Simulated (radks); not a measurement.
Species: a nucleus of charge 67.1 with 66 electrons. Configuration: [Xe] 4f11 6s1. Calculated with a radial shooting solver on a logarithmic mesh with Libxc functionals: Dirac Kohn-Sham, LDA (Slater exchange, Perdew-Wang correlation), spin-unpolarised, spherical densities, point nucleus; open shells fill j = l - 1/2 first.

Normalised radial functions P(r) = r R(r) (large component), r in bohr:

```
   r/bohr * 4d5/2, o 5p3/2, + 4f7/2 (the largest magnitude, 1.43, reaches the edge; | marks zero, & curves that meet)
 0.004001                             &
 0.005466                             &
 0.007408                             &o
  0.01004                             &o
  0.01361                             &o
  0.01859                             +*o
  0.02519                             +* o
  0.03414                             + * o
  0.04627                             +   &
  0.06322                             +  o    *
  0.08567                             |&          *
   0.1161                          o  |  +           *
   0.1574                       o     |    +         *
    0.215                         o   |      *  +
   0.2914                      *      | o            +
   0.3949       *                     |       o          +
   0.5352  *                          |      o             +
   0.7311        *                 o  |                  +
   0.9908               o  *          |              +
    1.343            o            *   |         +
     1.82               o            *|     +
    2.486                      o      *  +
     3.37                          o  *+
    4.567                            o*+
    6.189                             &
    8.455                             &
    11.46                             &
```

4d5/2: eigenvalue -164.41 eV, 1 radial node at r = 0.252 bohr, <r> = 0.600 bohr, 90 % of the charge inside 0.904 bohr. 5p3/2: eigenvalue -32.425 eV, 3 radial nodes at r = 0.0915, 0.266, 0.671 bohr, <r> = 1.55 bohr, 90 % of the charge inside 2.29 bohr. 4f7/2: eigenvalue -10.910 eV, 0 radial nodes, <r> = 0.850 bohr, 90 % of the charge inside 1.50 bohr.
